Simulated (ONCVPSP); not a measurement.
# Logarithmic derivatives: tin, ONCV

ONCVPSP 4.0.1 input, shortened (lines: element, Z, core and valence counts, functional; n l f; lmax; l rc ep ncon nbas qcut; lloc lpopt rc5 dvloc0; l nproj debl; icmod fcfact rcfact), PBE, fully relativistic:

```
  Sn 50.00    8    2        4      upf
    1    0    2.00
    2    0    2.00
    2    1    6.00
    3    0    2.00
    3    1    6.00
    3    2   10.00
    4    0    2.00
    4    1    6.00
    4    2   10.00
    5    0    2.00
    2
    0    1.85    0.00    4    8    3.00
    1    1.85    0.18    5    9    4.40
    2    1.05    0.00    5    9    8.40
    4    2    0.70    3.00
    0    2    1.90
    1    3    2.00
    2    2    3.60
    3    3.75    1.55
```

Open shells are filled in proportion to 2j + 1.

In the p channel the program set the typed energies aside and used 0.050, 2.050, 4.050 Ha (j = l + 1/2; the other j can differ).

The phase is arctan(r·R′/R) of the radial function R(r), unwrapped; energies in Ha, scanned from -3 to 5 Ha. A pole is an energy at which the radial function vanishes at the test radius. The pseudo phase is shifted by a multiple of π to meet the all-electron one at the reference energy, and phase errors are pseudo minus all-electron; the curves can meet again beyond the range given. Levels narrower than the energy grid can be missing from the lists of poles.

For each channel, where are the poles, and over which energies does the pseudopotential scatter like the atom?

| channel | radius (bohr) | reference energy (Ha) | poles, all-electron | poles, pseudo | unbroken range about the reference energy with phases within 0.05 rad | phase error 1 Ha above the reference energy (rad) |
| --- | --- | --- | --- | --- | --- | --- |
| s | 1.88 | -0.96 | 1.86 | 1.84, 4.29 | below 3.1 | -0.000 |
| p3/2 | 1.88 | 0.05 | 2.99 | 2.99 | the whole range | -0.000 |
| p1/2 | 1.88 | 0.05 | 2.74 | 2.74 | the whole range | -0.000 |
| d5/2 | 1.06 | -1.57 | 2.85 | 2.85 | the whole range | -0.000 |
| d3/2 | 1.06 | -1.61 | 2.71 | 2.71 | the whole range | -0.000 |

Note: ghosts flagged at negative energy: s at -196.3 eV, p3/2 at -104.4 eV, p1/2 at -111.7 eV; GHOST(+) flagged for s at 101.9 eV. A true bound ghost makes a file unfit for plane-wave use.

Phases in the d3/2 channel:

```json
{"E (Ha)": "-2.98", "all-electron": "-0.319", "pseudo": "-0.319"}
{"E (Ha)": "-2.54", "all-electron": "-0.610", "pseudo": "-0.611"}
{"E (Ha)": "-2.10", "all-electron": "-0.842", "pseudo": "-0.842"}
{"E (Ha)": "-1.66", "all-electron": "-1.014", "pseudo": "-1.014"}
{"E (Ha)": "-1.22", "all-electron": "-1.140", "pseudo": "-1.140"}
{"E (Ha)": "-0.78", "all-electron": "-1.235", "pseudo": "-1.235"}
{"E (Ha)": "-0.34", "all-electron": "-1.309", "pseudo": "-1.309"}
{"E (Ha)": "0.10", "all-electron": "-1.367", "pseudo": "-1.367"}
{"E (Ha)": "0.54", "all-electron": "-1.415", "pseudo": "-1.415"}
{"E (Ha)": "0.98", "all-electron": "-1.455", "pseudo": "-1.455"}
{"E (Ha)": "1.42", "all-electron": "-1.489", "pseudo": "-1.489"}
{"E (Ha)": "1.86", "all-electron": "-1.520", "pseudo": "-1.520"}
{"E (Ha)": "2.30", "all-electron": "-1.547", "pseudo": "-1.547"}
{"E (Ha)": "2.74", "all-electron": "-1.572", "pseudo": "-1.572"}
{"E (Ha)": "3.18", "all-electron": "-1.596", "pseudo": "-1.596"}
{"E (Ha)": "3.62", "all-electron": "-1.619", "pseudo": "-1.619"}
{"E (Ha)": "4.06", "all-electron": "-1.641", "pseudo": "-1.641"}
{"E (Ha)": "4.50", "all-electron": "-1.662", "pseudo": "-1.663"}
{"E (Ha)": "4.94", "all-electron": "-1.685", "pseudo": "-1.685"}
```
